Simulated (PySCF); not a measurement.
Mayer bond orders and bond lengths

C2H6O2Si2.
SMILES with atom numbers: `[CH:1]#[C:2][Si@@H:3]([OH:4])[O:5][SiH3:6]` (hydrogens: H7 on C1; H8 on Si3; H9 on O4; H10, H11, H12 on Si6)

Structure used (GFN2-xTB), in Å, numbered top down from 1:
```xyz
12
C2H6O2Si2 angstrom
C      2.2433   -1.2760    1.3548
C      1.5468   -0.3796    0.9604
Si     0.4594    1.0006    0.3603
O      1.2630    2.0318   -0.5962
O     -0.7478    0.3166   -0.4876
Si    -2.0273   -0.6332   -0.7557
H      2.8558   -2.0592    1.6999
H     -0.0698    1.8376    1.4208
H      1.5565    1.7869   -1.4701
H     -3.1476   -0.0989    0.0174
H     -1.6893   -1.9912   -0.3320
H     -2.2417   -0.5360   -2.1980
```

Bond orders from the PBE0/pcSseg-1 density (PySCF). Geometry: GFN2-xTB, one conformer, isolated molecule.

(1) How far do the computed orders between heavy atoms stray from the drawn ones?

(2) Give the Mayer order of every bond, beside its length.

Answers

(1) The largest departure is 0.440, at C1–C2 (drawn triple, 2.560). Drawn single, order below 0.88: C2–Si3 (0.856). Drawn double or triple, more than 0.30 short of the drawn order: C1–C2 (2.560).

(2) 
| bond | drawn as | length (Å) | Mayer order |
| --- | --- | --- | --- |
| C1–C2 | triple | 1.202 | 2.560 |
| C2–Si3 | single | 1.857 | 0.856 |
| Si3–O4 | single | 1.620 | 1.099 |
| Si3–O5 | single | 1.626 | 0.958 |
| O5–Si6 | single | 1.616 | 0.920 |
| C1–H7 | single | 1.052 | 1.085 |
| Si3–H8 | single | 1.451 | 0.913 |
| O4–H9 | single | 0.954 | 0.928 |
| Si6–H10 | single | 1.462 | 0.928 |
| Si6–H11 | single | 1.462 | 0.926 |
| Si6–H12 | single | 1.461 | 0.928 |

By pair of heavy elements: O–Si: lowest O5–Si6 (0.920, 1.616 Å), highest Si3–O4 (1.099, 1.620 Å); in 2 of the 3 pairs the longer bond (by over 0.003 Å) has the higher order (by 0.02 or more).

Sum the orders of all bonds at each heavy atom with more than one neighbour and set the sums beside the valence in the SMILES.

C1 3.645 (drawn 4), C2 3.416 (drawn 4), Si3 3.826 (drawn 4), O4 2.027 (drawn 2), O5 1.878 (drawn 2), Si6 3.702 (drawn 4). Orders between atoms that aren't bonded are not in these sums.

For a closed shell the Mayer order of atoms A and B is Σ (PS)μν (PS)νμ over the basis functions μ on A and ν on B, with P the density and S the overlap matrix.
